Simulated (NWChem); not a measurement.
Molecule: ZnH2S2; SMILES [SH][Zn][SH]

```xyz
5

Zn     0.0000     0.0000    -0.0238
S     -0.0307    -2.1755    -0.0343
H      0.9381    -2.2567     0.9064
S      0.0307     2.1755    -0.0343
H     -0.9381     2.2567     0.9064
```
Atoms are numbered in this order, from 1.

All runs: NWChem. Coordinates come from a PBE0/def2-SVP optimisation. B3LYP is NWChem's, with the RPA form of VWN correlation. Ions are spin-unrestricted doublets at the neutral geometry; other ion states weren't tried.

For level PBE/def2-SVP:

| Item | Result |
|---|---|
| vertical ionisation energy, ΔSCF (eV) | 8.93 |
| −ε(HOMO) (eV) | 5.94 |

Estimate the same quantities for level B3LYP/def2-SVP.


| Item | Value |
|---|---|
| vertical ionisation energy, ΔSCF (eV) | 9.21 |
| −ε(HOMO) (eV) | 6.88 |
